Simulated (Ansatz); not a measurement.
Geometry optimisation, RHF/def2-SVP (Ansatz).

The input (input.yaml):

```yaml
crystal:
  periodic: [false, false, false]
  atoms:
    - { symbol: Ta, position_ang: [-0.45404, -0.515189, 0.202603] }
    - { symbol: "N", position_ang: [2.846676, 0.03228, 0.210491] }
    - { symbol: H, position_ang: [3.283455, 0.415181, 1.031296] }
    - { symbol: H, position_ang: [3.337682, 0.37603, -0.596881] }
    - { symbol: Cl, position_ang: [0.07566, 0.214328, 2.335781] }
    - { symbol: Cl, position_ang: [0.27641, -0.541169, -1.99423] }
    - { symbol: F, position_ang: [-1.088978, 1.210716, -0.125482] }
    - { symbol: Cl, position_ang: [-2.512643, -1.459567, 0.263372] }
    - { symbol: Br, position_ang: [0.858862, -2.740789, 0.651915] }
    - { symbol: H, position_ang: [2.949917, -0.98922, 0.242134] }
basis:
  gaussian: { orbitals: def2-SVP }
hamiltonian:
  xc: hf
relax:
  f_tol: 0.03
  max_steps: 50
```

Launched with:

```bash
$ ansatz run input.yaml --threads 4 --pin off --max-ram 5120MiB --backend cpu --events-out ev --progress --plain --runs-dir out
```

Problem. Where does it end, and by what steps?

Solution. The run converged. The force dipped under the threshold on the way, but the program's further checks kept it going. After 13 steps the energy has fallen by 1.088 eV; F7 moved furthest, 1.04 Å. Joined: Ta1–N2 (3.35 → 2.35 Å).

```tsv
step	energy less start (eV)	largest force component (eV/Å)	accepted
0	0.0000	1.074	yes
1	-0.2486	0.762	yes
2	-0.5195	0.898	yes
3	-0.7899	1.032	yes
4	-0.9439	0.609	yes
5	-1.0230	0.631	yes
6	-1.0660	0.788	yes
7	-1.0823	0.285	yes
8	-1.0840	0.064	yes
9	-1.0855	0.032	yes
10	-1.0859	0.019	yes
11	-1.0866	0.035	yes
12	-1.0611	0.839	no
13	-1.0883	0.015	yes
```

```xyz
10
Properties=species:S:1:pos:R:3
Ta 0.030 -0.599 0.227
N 2.308 -0.008 0.193
H 2.588 0.400 1.072
H 2.466 0.681 -0.527
Cl 0.208 -0.018 2.514
Cl 0.432 -0.951 -2.075
F -0.047 1.241 -0.146
Cl -2.224 -1.027 0.205
Br 0.893 -2.927 0.747
H 2.919 -0.790 0.011
```

Whether the end is a true minimum wasn't checked by a vibrational analysis.

Run time: 51 s on 4 threads of Arm Neoverse V1 (shared host), peak memory 0.58 GiB.
